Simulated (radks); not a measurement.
Problem. Gd IV, configuration [Xe] 4f7 (the NIST ground configuration). Calculated with a radial shooting solver on a logarithmic mesh with Libxc functionals: Dirac Kohn-Sham, BLYP, spin-unpolarised, spherical densities, point nucleus; open shells are shared between the two j in proportion to 2j + 1. Some entries of the table are withheld. Estimate them.

| orbital | occ. | eigenvalue (eV) | <1/r> (bohr^-1) | <r> (bohr) |
|---|---|---|---|---|
| 1s1/2 | 2 | -50083.10 | 71.68 | 0.02190 |
| 2s1/2 | 2 | -8286.096 | 17.10 | 0.09274 |
| 2p1/2 | 2 | -7869.205 | 17.08 | 0.07745 |
| 2p3/2 | 4 | -7173.058 | 15.09 | 0.08429 |
| 3s1/2 | 2 | -1856.007 | 6.231 | 0.2440 |
| 3p1/2 | 2 | -1675.427 | 6.146 | 0.2336 |
| 3p3/2 | 4 | -1532.642 | 5.643 | 0.2467 |
| 3d3/2 | 4 | -1220.899 | 5.521 | 0.2187 |
| 3d5/2 | 6 | -1189.788 | 5.396 | 0.2228 |
| 4s1/2 | 2 | -393.5224 | 2.605 | 0.5528 |
| 4p1/2 | 2 | -323.2502 | 2.499 | 0.5647 |
| 4p3/2 | 4 | -291.4391 | 2.328 | 0.5943 |
| 4d3/2 | 4 | -175.7071 | (1) | (2) |
| 4d5/2 | 6 | -169.9578 | (3) | (4) |
| 5s1/2 | 2 | -74.3944 | 1.008 | 1.324 |
| 5p1/2 | 2 | -54.8121 | (5) | 1.472 |
| 5p3/2 | 4 | -50.2875 | (6) | 1.559 |
| 4f5/2 | 3 | -33.9063 | 1.541 | 0.8465 |
| 4f7/2 | 4 | -33.1435 | 1.523 | 0.8576 |

Solution. 
(1) 4d3/2 <1/r> (bohr^-1): 2.110
(2) 4d3/2 <r> (bohr): 0.6301
(3) 4d5/2 <1/r> (bohr^-1): 2.068
(4) 4d5/2 <r> (bohr): 0.6406
(5) 5p1/2 <1/r> (bohr^-1): 0.8959
(6) 5p3/2 <1/r> (bohr^-1): 0.8374
